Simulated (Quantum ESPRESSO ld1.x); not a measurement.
Hf20+, configuration [Kr] 4d10 4f6.

All-electron calculation, scalar-relativistic Kohn-Sham, LDA (Slater exchange, VWN5 correlation), spin-unpolarised, spherical densities, point nucleus. Program: ld1.x of Quantum ESPRESSO 7.5.

Energy parts (eV):
| part | energy |
|---|---|
| total | -405820.8 |
| kinetic | 445003.8 |
| electron-nucleus | -972563.5 |
| Hartree | 129288.0 |
| exchange-correlation | -7549.1 |

Orbitals (lengths in bohr, moments of r in powers of bohr):
| orbital | occ. | eigenvalue (eV) | <r> | <r^2> | <1/r> |
|---|---|---|---|---|---|
| 1s | 2 | -65776.8 | 0.01900 | 0.0004955 | 83.77 |
| 2s | 2 | -11701.8 | 0.08043 | 0.007650 | 19.56 |
| 2p | 6 | -10344.8 | 0.07175 | 0.006289 | 17.85 |
| 3s | 2 | -3088.65 | 0.2087 | 0.04975 | 7.239 |
| 3p | 6 | -2683.17 | 0.2084 | 0.05033 | 6.715 |
| 3d | 10 | -2202.76 | 0.1888 | 0.04176 | 6.353 |
| 4s | 2 | -1030.38 | 0.4562 | 0.2343 | 3.163 |
| 4p | 6 | -892.673 | 0.4789 | 0.2599 | 2.912 |
| 4d | 10 | -715.379 | 0.4982 | 0.2848 | 2.651 |
| 4f | 6 | -517.961 | 0.5059 | 0.2980 | 2.345 |

The highest occupied level is 4f at -517.96 eV. Summed over all electrons, <r^2> = 7.537 bohr^2, which gives a Langevin (diamagnetic) susceptibility term of -5.97 x 10^-6 cm^3/mol. For comparison, the ionisation energy in NIST's Atomic Spectra Database is 570 eV (theoretical). In exact Kohn-Sham theory the highest level is minus the ionisation energy, but local and semilocal functionals leave it too shallow, through self-interaction and a potential that decays too fast; potentials with the right tail come closer. The density falls to 0.001 e/bohr^3 at r = 1.50 bohr.

Beside tabulated values, note that spin-unpolarised runs miss the spin-polarisation part of the exchange energy of open shells.
